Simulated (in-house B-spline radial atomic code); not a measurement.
Ionising Eu⁺ with different functionals

Computed with a B-spline radial code for spherical atoms: scalar-relativistic (spin-free X2C) Hamiltonian, Fermi nucleus of rms radius 5.1115 fm, spin-polarised at highest spin, spherical fractional occupations for the functionals, the average over the highest-spin determinants for Hartree-Fock. The ionisation energy is the difference of two self-consistent energies, [Xe] 4f7 6s1 → [Xe] 4f7, without Breit or QED terms; ε is the level of the shell that loses the electron (its least bound occupied spin orbital). There is no spin-orbit coupling in this Hamiltonian.

```
           method                    rung  ΔSCF (eV)  -ε(6s) (eV)
     Hartree-Fock            Hartree-Fock      10.45        10.49
    HF fractional            Hartree-Fock      10.45        10.49
         LDA VWN5                     LDA      11.71         9.13
         LDA PW92                     LDA          ?            ?
LDA exchange-only                     LDA      11.07         8.54
              PBE                     GGA      11.52         8.90
           PBEsol                     GGA      11.45         8.95
             BLYP                     GGA      11.55         8.84
             RPBE                     GGA      11.42         8.80
             PW91                     GGA      11.56         8.97
             BP86                     GGA      11.56         9.09
             AM05                     GGA      11.42         8.93
             OLYP                     GGA      11.22         8.56
             TPSS                meta-GGA          ?            ?
             SCAN                meta-GGA      11.54         9.18
           r2SCAN                meta-GGA      11.27         9.02
          revTPSS                meta-GGA      11.15         8.77
             PBE0           global hybrid      11.29         9.39
            B3LYP           global hybrid      11.50         9.37
            TPSSh           global hybrid      11.13         8.95
        BHandHLYP           global hybrid      11.17         9.82
          r2SCAN0           global hybrid      11.18         9.51
            B97-1           global hybrid      11.03         9.04
            HSE06  range-separated hybrid      11.32         9.10
            wB97X  range-separated hybrid      10.82        10.81
        CAM-B3LYP  range-separated hybrid      11.40        10.36
          LC-wPBE  range-separated hybrid      11.04        11.12
```

What does TPSS give?

ΔSCF 11.20 eV, and -ε(6s) = 8.75 eV.

What does LDA PW92 give?

ΔSCF 11.70 eV, and -ε(6s) = 9.13 eV.

Among the functionals, which spreads more, the ΔSCF values or the orbital energies?

The orbital energies: ΔSCF values span about 0.89 eV and the orbital energies 2.58 eV.

How do they compare with the NIST value?

NIST lists 11.24 eV ± 0.006 (semi-empirical, ground level to ground level). Errors run from -0.79 to +0.47 eV; OLYP is closest (-0.02 eV), but part of that can be cancellation, since the calculations leave out spin-orbit coupling, Breit-QED terms, multiplet and fine-structure energies. Hartree-Fock also lacks correlation.
